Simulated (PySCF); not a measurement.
Isomers of C7H13NSi and their computed core-level spectra.

Theory: delta-SCF UKS SCAN, pcX-2 on the ionised atom, pcseg-1 elsewhere, spin-free X2C (PySCF). Geometries: PBE0-D3(BJ)/def2-SVP; isolated species, one conformer each.

Line lists (1s up to Mg, 2p3/2 beyond; areas count atoms within a level, one atom standing for each set equivalent by bonding):
1. C 1s: 289.30 (area 1), 289.48 (area 1), 289.59 (area 1), 290.27 (area 1), 291.20 (area 1), 291.28 (area 2) eV; N 1s: 404.28 eV; Si 2p3/2: 106.33 eV
2. C 1s: 289.76 (area 1), 289.84 (area 1), 290.11 (area 1), 290.64 (area 1), 290.67 (area 1), 290.74 (area 1), 291.66 (area 1) eV; N 1s: 403.49 eV; Si 2p3/2: 106.29 eV
3. C 1s: 289.23 (area 1), 289.42 (area 2), 289.82 (area 1), 291.26 (area 2), 291.50 (area 1) eV; N 1s: 404.03 eV; Si 2p3/2: 106.13 eV

Structures:
A. `CC#C[Si]1(N(C)C)CC1`
B. `CC#C[C@@H]1C[Si@@H]1N(C)C`
C. `C=C(C)/C=N/[SiH2]C(=C)C`

Task: Which list belongs to which compound?

Result: 
- 1 = B: no other candidate has these counts of sites. C 1s: 289.30 alkyne carbon, 289.48 sp3 carbon bound to silicon, 289.59 alkyne carbon, 290.27 sp3 carbon bound to silicon, 291.20 propargylic carbon, 291.28 N-methyl carbon (×2); N 1s: 404.28 silicon-bound nitrogen; Si 2p3/2: 106.33 SiH silicon.
- 2 = C: no other candidate has these counts of sites. C 1s: 289.76 terminal =CH2 carbon, 289.84 fully substituted alkene carbon, 290.11 terminal =CH2 carbon, 290.64 allylic carbon, 290.67 allylic carbon, 290.74 fully substituted alkene carbon, 291.66 C=N carbon; N 1s: 403.49 C=N nitrogen; Si 2p3/2: 106.29 SiH2 silicon.
- 3 = A: no other candidate has these counts of sites. C 1s: 289.23 alkyne carbon, 289.42 sp3 carbon bound to silicon (×2), 289.82 alkyne carbon, 291.26 N-methyl carbon (×2), 291.50 propargylic carbon; N 1s: 404.03 silicon-bound nitrogen; Si 2p3/2: 106.13 four-coordinate silicon.

For 2p shells one spin-free hole was relaxed; a mean-field spin–orbit operator and the ground-state splitting of the three 2p orbitals were then diagonalised within the shell. The shell's mean is (2 × 2p3/2 + 2p1/2)/3, and the degeneracies 2j + 1 give areas of 2:1. 3 of these hole states are spin-contaminated (⟨S²⟩ up to 0.91, against 0.75; counted from 0.85) and less certain.
